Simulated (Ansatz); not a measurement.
Isolated molecules relaxed with PBE0-D4/def2-TZVP in Ansatz; ΔE leaves out vibrations. CCSD(T)/CBS is the MP2 limit (def2-TZVPP, def2-QZVPP) plus CCSD(T) − MP2 in def2-TZVPP, frozen cores. This one scheme is used for every species. DFT in def2-TZVPP. B3LYP here is the variant with VWN-RPA as its local correlation; programs differ in this. Each species was taken in one conformer, which may not be the lowest.

Consider the ligand exchange at the Al–S bond: `[NH2][Al]([OH])[SH]` + H–F → `[NH2][Al]([OH])[F]` + H₂S.

(1) Is it downhill or uphill in electronic energy at CCSD(T)/CBS, and by how much? (Best estimate.)

(2) What do these levels give: B97M-V, PBE, revPBE, B3LYP, MP2/def2-TZVPP, HF/CBS(def2)? (Best estimate.)

Largest T1 diagnostic among the species: 0.012.

Answers

(1) The calculation gave: Downhill: ΔE = -0.73 eV.

(2) Computed: B97M-V -0.78, PBE -0.70, revPBE -0.71, B3LYP -0.85, MP2/def2-TZVPP -0.73, HF/CBS(def2) -0.92 eV.

Leaving LDA and LC-ωPBE aside and taking each functional with its dispersion term where it has one, the values, not all of them listed here, spread over 0.19 eV, from CAM-B3LYP-D4 to HSE06-D4. LDA lies +0.03 eV from PBE without D4. The D4 term adds +0.06 eV with B3LYP and +0.03 eV with PBE0; it sums over pairs of atoms, weighted by their polarisabilities, and B3LYP, whose exchange is more repulsive, gets the larger term. In def2-TZVPP, CCSD(T) changes the Hartree–Fock value by +0.13 eV (the triples alone add +0.03 eV) and MP2 by +0.16 eV.
